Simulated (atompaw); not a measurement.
What one change does to a pseudopotential (Sb, PAW (atompaw))

antimony (Sb), PAW, made with atompaw 4.2.0.5 (PBE, scalar-relativistic). Core [Kr] 4d10, reference 5s2 5p3. Waves: 5s (bound): rc 1.90 bohr; 5s channel at 3.6 Ry: rc 2.30 bohr; 5p (bound): rc 2.30 bohr; 5p channel at 0.5 Ry: rc 2.30 bohr. Local part: bessel scheme, radius 1.95 bohr. Core correction: smooth core density matched at 1.45 bohr. Augmentation charge: besselshape compensation charge, radius 2.30 bohr; PAW radius 2.30 bohr; waves and projectors: custom rrkj vanderbiltortho.

Change: augmentation besselshape compensation charge, radius 2.30 bohr; PAW radius 2.30 bohr; waves and projectors: custom polynom vanderbiltortho.

Cutoffs: the cutoffs (Ry, on a coarse ladder) from which the occupation-weighted sum of valence levels, in a spherical-Bessel basis at the reference potential, stays within 10 and 1 mRy of its value at 400 Ry; they do not see the model core or the augmentation charge, which bear on the density cutoff.

What does the change do?

The potential gets harder (10 Ry and 18 Ry → 15 Ry and 25 Ry); neither file shows a bound ghost.

| quantity | base | changed |
| --- | --- | --- |
| cutoff, loose | 10 Ry | 15 Ry |
| cutoff, tight | 18 Ry | 25 Ry |
| loose cutoff by channel (10 mRy a level) | s 8 Ry, p 6 Ry | s 12 Ry, p 6 Ry |
| bound ghosts | none | none |
| s: phases at 2.31 bohr within 0.05 rad from the reference energy up to (Ry; the scan ends near 5) | to the end of the scan | to the end of the scan |
| p: phases at 2.31 bohr within 0.05 rad from the reference energy up to (Ry; the scan ends near 5) | to the end of the scan | 4.9 |
| lowest overlap eigenvalue by channel | s 0.76, p 0.57 | s 0.06, p 0.39 |

 The cutoffs see the waves, projectors and local potential, not the compensation charge or the core.
